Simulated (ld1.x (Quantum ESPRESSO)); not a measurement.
# An all-electron radial function and its pseudo partner (potassium)

Columns: radius, all-electron u(r) and pseudo u(r) of the 3p shell (level -18.81 eV) of potassium in the configuration [Ne] 3s2 3p6 4s1 4p0; PBE, scalar-relativistic, TM semilocal scheme, ld1.x (Quantum ESPRESSO) 7.5.

```json
{"r (bohr)": "0.095", "all-electron": "0.2581", "pseudo": "-0.0165"}
{"r (bohr)": "0.190", "all-electron": "0.4298", "pseudo": "-0.0647"}
{"r (bohr)": "0.285", "all-electron": "0.3710", "pseudo": "-0.1407"}
{"r (bohr)": "0.380", "all-electron": "0.1777", "pseudo": "-0.2384"}
{"r (bohr)": "0.475", "all-electron": "-0.0608", "pseudo": "-0.3500"}
{"r (bohr)": "0.570", "all-electron": "-0.2916", "pseudo": "-0.4666"}
{"r (bohr)": "0.665", "all-electron": "-0.4891", "pseudo": "-0.5795"}
{"r (bohr)": "0.760", "all-electron": "-0.6449", "pseudo": "-0.6806"}
{"r (bohr)": "0.855", "all-electron": "-0.7587", "pseudo": "-0.7640"}
{"r (bohr)": "0.950", "all-electron": "-0.8335", "pseudo": "-0.8257"}
{"r (bohr)": "1.045", "all-electron": "-0.8752", "pseudo": "-0.8645"}
{"r (bohr)": "1.140", "all-electron": "-0.8901", "pseudo": "-0.8812"}
{"r (bohr)": "1.235", "all-electron": "-0.8841", "pseudo": "-0.8783"}
{"r (bohr)": "1.330", "all-electron": "-0.8626", "pseudo": "-0.8596"}
{"r (bohr)": "1.425", "all-electron": "-0.8301", "pseudo": "-0.8289"}
{"r (bohr)": "1.520", "all-electron": "-0.7902", "pseudo": "-0.7898"}
{"r (bohr)": "1.615", "all-electron": "-0.7457", "pseudo": "-0.7456"}
{"r (bohr)": "1.710", "all-electron": "-0.6987", "pseudo": "-0.6987"}
{"r (bohr)": "1.805", "all-electron": "-0.6509", "pseudo": "-0.6509"}
{"r (bohr)": "1.900", "all-electron": "-0.6034", "pseudo": "-0.6034"}
{"r (bohr)": "1.995", "all-electron": "-0.5572", "pseudo": "-0.5572"}
{"r (bohr)": "2.090", "all-electron": "-0.5128", "pseudo": "-0.5128"}
{"r (bohr)": "2.185", "all-electron": "-0.4706", "pseudo": "-0.4706"}
{"r (bohr)": "2.280", "all-electron": "-0.4309", "pseudo": "-0.4309"}
{"r (bohr)": "2.375", "all-electron": "-0.3937", "pseudo": "-0.3937"}
{"r (bohr)": "2.470", "all-electron": "-0.3591", "pseudo": "-0.3591"}
```

**Question.** How many radial nodes do the two functions have?

**Answer.** The all-electron 3p function has n − l − 1 = 1; the pseudo-wave has 0, since the states of the same l below it are removed with the core.

**Question.** At about which radius was the pseudo-wave matched?

**Answer.** 1.90 bohr. The columns agree to 0.0005 from 1.52 bohr on; several derivatives are matched, so the curves merge somewhat inside the radius.

**Question.** Is the pseudo-wave norm-conserving?

**Answer.** Yes: the TM semilocal scheme keeps the norm inside the radius equal to the all-electron one, which fixes the energy derivative of the logarithmic derivative at the level.
